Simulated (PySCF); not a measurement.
## Electron correlation in Ar²⁺ (argon, charge +2)

[Ne] 3s2 3p4, high-spin 3P determinant. Computed with PySCF 2.14 in def2-QZVPPD, with no relativity, point nucleus. Frozen: [Ne]; 6 electrons correlated.

```tsv
level	correlation energy (mhartree)
CCSD	-168.91
(T)	-5.03
CCSD(T)	-173.94
```

Diagnostics: T1 = 0.0083, D1 = 0.0262, largest double amplitude 0.043.

Problem. Is a single reference adequate?

Solution. Yes: T1 lies below 0.03 and no double amplitude reaches 0.07.
